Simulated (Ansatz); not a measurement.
A made-up structure of CH$_{3}$OSe (charge +1), closed shell:

```
atom    x (Å)    y (Å)    z (Å)
  O1  -1.0023  -0.3539  -0.0230
  C2   0.1425   0.0557  -0.4112
 Se3   1.4618   0.5070   0.7300
  H4  -1.6164  -0.5615  -0.7496
  H5   2.9018   0.9056   0.9477
  H6   0.6558   0.2068   1.9312
```

It is relaxed with PBE-D4/def2-SVP and then PBE0-D4/def2-TZVP (Ansatz 0.2.0). Atoms count as bonded within 1.22 times the sum of their covalent radii (H–H: 0.88 Å). The end point is not checked to be a true minimum.

(1) Does its bonding change? (A judgement: the text doesn't fix the answer.)

## Answers

(1) The calculation gives: No: no bond forms or breaks.

Where it ends: The first stage lowers the energy by 2.51 eV in 13 steps. It ends as CH₃OSe ([OH][C][SeH2]), total charge +1:
```
6
angstrom
O -0.9113 -0.2394 -0.1194
C 0.2260 0.0049 -0.5650
Se 1.2377 1.1009 1.0422
H -1.4705 -0.7091 -0.7780
H 2.5026 0.4334 0.6922
H 0.9587 0.1689 2.1532
```

Labels in which every atom is bracketed show which atoms are joined, not bond orders.

For scale, one of the runs: PBE0-D4/def2-TZVP relaxation, 128 basis functions, launched by `ansatz run in.yaml --threads 2 --pin off --events-out ev --progress --plain --max-ram 4352MiB`. The run took about 35 s on 2 CPU threads of an Arm Neoverse V1 (shared host).
